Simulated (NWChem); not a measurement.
# BCl cation, doublet; SMILES of the neutral closed-shell parent BCl

Program: NWChem. Pople sets run with spherical d functions. Spin-unrestricted. This spin state was assumed; another may lie lower. No stability test was run on the SCF state. Each level has its own optimisation; frequencies are unscaled.

| level | r B–Cl (Å) | highest harmonic frequency (cm⁻¹) | zero-point energy (kcal/mol) |
|---|---|---|---|
| B3LYP/def2-TZVP | 1.600 | 1133 | 1.6 |
| B3LYP/6-31G* | 1.608 | 1139 | 1.6 |
| BP86/def2-TZVP | 1.610 | 1108 | 1.6 |
| UHF/6-31G* | 1.596 | 1194 | 1.7 |
| PBE0/def2-SVP | 1.604 | 1162 | 1.7 |
